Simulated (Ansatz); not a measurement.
Compare A (`F/C(=C/C(F)F)C(F)F`) with its isomer B (`FC/C(F)=C\C(F)(F)F`).

Isolated molecules relaxed with PBE0-D4/def2-TZVP in Ansatz; ΔE leaves out vibrations. CCSD(T)/CBS adds triple-zeta CCSD(T) − MP2 to the extrapolated MP2 energy (def2 sets, frozen cores). Double bonds are as drawn, so ΔE can hold a change between cis and trans. Functionals use def2-TZVPP. B3LYP here is the variant with VWN-RPA as its local correlation; programs differ in this. One conformer a species, not always the lowest.

Task: Which isomer does CCSD(T)/CBS put lower? Give the gap. (Best estimate.)

Result: Ansatz gave: B, by 27.5 kJ/mol.

Task: Give E(B) − E(A) in kJ/mol with CCSD/def2-TZVPP, B3LYP-D4, B2PLYP, MP2/def2-TZVPP, B3LYP, CCSD(T)/def2-SVP, ωB97M-V. (Estimate.)

Result: Computed: CCSD/def2-TZVPP -27.9, B3LYP-D4 -25.3, B2PLYP -26.0, MP2/def2-TZVPP -29.9, B3LYP -24.0, CCSD(T)/def2-SVP -33.0, ωB97M-V -30.4. None reverses the order clearly.

Task: Does the order hold for the free energy at 298.15 K (harmonic terms from PBE0-D4)? (Estimate.)

Result: Ansatz gave: Yes: G(B) − G(A) = -27.7 kJ/mol, for one conformer each. Modes under 60 cm⁻¹, often nearly free rotors, make the harmonic entropy too high.

Largest T1 diagnostic: 0.012.

Leaving LDA and LC-ωPBE aside and taking each functional with its dispersion term where it has one, the values, not all of them listed here, spread over 10.0 kJ/mol, from r2SCAN0-D4 to BLYP-D4. LDA lies −5.6 kJ/mol from PBE without D4. From BLYP to BHLYP (50 % exact exchange), in def2-TZVPP and without D4, E(B) − E(A) moves by −5.5 kJ/mol.
